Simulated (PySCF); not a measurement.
**Zn²⁺ (zinc, charge +2) across methods**

[Ar] 3d9 4s1, high-spin 3D determinant (an excited configuration). Computed with PySCF 2.14 in aug-cc-pVDZ-DK (7s6p4d2f, 59 functions), with scalar relativity by spin-free X2C-1e. The B2PLYP total includes its PT2 part (frozen core); its orbital energies are those of the SCF part.

```json
{"method": "HSE06", "E (hartree)": "-1794.317", "mean ε 3d α (eV)": "-41.639", "mean ε 3d β (eV)": "-40.111", "mean ε 4s α (eV)": "-26.582", "Σ⟨r²⟩ (bohr²)": "18.41", "⟨S²⟩": "2.000"}
{"method": "TPSSh", "E (hartree)": "-1794.540", "mean ε 3d α (eV)": "-40.048", "mean ε 3d β (eV)": "-38.592", "mean ε 4s α (eV)": "-26.231", "Σ⟨r²⟩ (bohr²)": "18.43", "⟨S²⟩": "2.000"}
{"method": "B2PLYP", "E (hartree)": "-1794.253", "mean ε 3d α (eV)": "-45.443", "mean ε 3d β (eV)": "-43.821", "mean ε 4s α (eV)": "-27.739", "Σ⟨r²⟩ (bohr²)": "18.42", "⟨S²⟩": "2.000"}
{"method": "PBE", "E (hartree)": "-1794.288", "mean ε 3d α (eV)": "-38.745", "mean ε 3d β (eV)": "-37.305", "mean ε 4s α (eV)": "-25.991", "Σ⟨r²⟩ (bohr²)": "18.47", "⟨S²⟩": "2.000"}
{"method": "r2SCAN", "E (hartree)": "-1794.522", "mean ε 3d α (eV)": "-39.371", "mean ε 3d β (eV)": "-37.823", "mean ε 4s α (eV)": "-26.310", "Σ⟨r²⟩ (bohr²)": "18.40", "⟨S²⟩": "2.001"}
{"method": "BHandHLYP", "E (hartree)": "-1794.531", "mean ε 3d α (eV)": "-45.334", "mean ε 3d β (eV)": "-43.759", "mean ε 4s α (eV)": "-27.777", "Σ⟨r²⟩ (bohr²)": "18.39", "⟨S²⟩": "2.000"}
{"method": "LDA", "E (hartree)": "-1791.502", "mean ε 3d α (eV)": "-39.048", "mean ε 3d β (eV)": "-37.577", "mean ε 4s α (eV)": "-26.327", "Σ⟨r²⟩ (bohr²)": "18.46", "⟨S²⟩": "2.000"}
{"method": "UHF", "E (hartree)": "-1793.05888", "mean ε 3d α (eV)": "-51.110", "mean ε 3d β (eV)": "-49.201", "mean ε 4s α (eV)": "-28.960", "Σ⟨r²⟩ (bohr²)": "18.44", "⟨S²⟩": "2.001"}
```

Q: Estimate the same row for PBE0.

A: E (hartree) = -1794.310; mean ε 3d α (eV) = -42.079; mean ε 3d β (eV) = -40.542; mean ε 4s α (eV) = -26.871; Σ⟨r²⟩ (bohr²) = 18.41; ⟨S²⟩ = 2.000.
